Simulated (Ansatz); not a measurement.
Relaxation of BFH5NSSi (10 atoms, charge 0, multiplicity 1), to a largest force component of 0.015 eV/Å in at most 40 steps.

Level of theory: Ansatz, RKS PBE0-D4/def2-SVP.

```xyz
10
Properties=species:S:1:pos:R:3
N -1.359 -0.590 -1.049
B -0.846 -0.735 0.338
Si 0.875 -0.024 0.788
F 2.150 -0.707 -0.202
S 0.918 2.098 0.527
H -0.717 -0.935 -1.732
H -1.423 0.485 -1.240
H -1.429 -1.303 1.144
H 1.212 -0.334 2.246
H 0.701 1.994 -0.818
```

Question: Where does it end, and by what steps?

Answer: The run converged. After 22 steps the energy has fallen by 2.138 eV; H7 moved furthest, 1.66 Å.

```tsv
step	energy less start (eV)	largest force component (eV/Å)	accepted
0	0.0000	3.704	yes
1	-0.4858	2.046	yes
2	-0.7466	1.447	yes
3	-1.0172	1.495	yes
4	-1.3186	2.142	yes
5	-1.6035	2.070	yes
6	-1.8057	1.346	yes
7	-1.9284	1.972	yes
8	-1.9921	1.179	yes
9	-2.0371	0.738	yes
10	-2.0685	0.446	yes
11	-2.1016	0.142	yes
12	-2.1087	0.099	yes
13	-2.1194	0.275	yes
14	-2.1169	0.270	no
15	-2.1269	0.129	yes
16	-2.1322	0.039	yes
17	-2.1353	0.121	yes
18	-2.1345	0.193	no
19	-2.1377	0.047	yes
20	-2.1381	0.054	yes
21	-2.1384	0.021	yes
22	-2.1385	0.013	yes
```

```xyz
10
Properties=species:S:1:pos:R:3
N -1.131 -0.849 -1.059
B -0.930 -0.322 0.206
Si 0.986 -0.004 0.713
F 1.853 -0.621 -0.542
S 1.432 2.075 0.981
H -0.360 -1.094 -1.672
H -2.046 -1.038 -1.453
H -1.881 -0.059 0.905
H 1.517 -0.637 1.954
H 0.642 2.499 -0.030
```

Whether the end is a true minimum wasn't checked by a vibrational analysis.

Time of the run: 75 s on 2 threads of Arm Neoverse V1 (shared host), peak memory 0.22 GiB.
